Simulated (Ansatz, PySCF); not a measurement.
2-chloro-3-fluorobuta-1,3-diene (C4H4ClF), SMILES C(=C)(F)C(=C)Cl. Atoms are numbered in the order given.

```xyz
10

C     -1.6013     1.1500     0.0000
C     -0.2737     0.9816     0.0000
F      0.5355     2.0570     0.0000
C      0.4858    -0.2724     0.0000
C      1.8270    -0.3281     0.0000
Cl    -0.4658    -1.7330     0.0000
H     -2.0175     2.1589     0.0000
H     -2.2640     0.2864     0.0000
H      2.4008     0.6000     0.0000
H      2.3522    -1.2843     0.0000
```
Charge 0, spin multiplicity 1.

Geometry optimised at r2SCAN-D4/def2-SVP. Other conformers were not sampled.

Vertical ionisation energy (IE) and electron affinity (EA) in eV. Rows of orbital energies are one-electron estimates. Where ΔSCF, EOM or ADC give a negative EA the extra electron is unbound and the value depends on the basis.

```csv
level,IE,EA
"−ε(HOMO), −ε(LUMO), M06-2X/def2-TZVP (PySCF)",8.40,0.64
"−ε(HOMO), −ε(LUMO), PBE/def2-TZVP (PySCF)",6.18,2.38
"ΔSCF, CAM-B3LYP/def2-SVPD (Ansatz), final states of multiplicity 2 and 2",9.38,-0.23
"ΔSCF, PBE/def2-SVPD (Ansatz), final states of multiplicity 2 and 2",?,?
```

Task: What belongs in the gaps? (Estimate from the structure and the level; the computed values follow.)

Result: 
- ΔSCF, PBE/def2-SVPD (Ansatz, an electronic-structure program), final states of multiplicity 2 and 2, IE: 9.14
- ΔSCF, PBE/def2-SVPD (Ansatz), final states of multiplicity 2 and 2, EA: -0.25

Task: What vertical singlet–triplet gap does ΔSCF give with CAM-B3LYP/def2-SVPD (Ansatz) and with PBE/def2-SVPD (Ansatz)? (An estimate is asked for; the answer gives what the named calculation found.)

Result: 3.24 and 3.11 eV (triplet above singlet where positive).
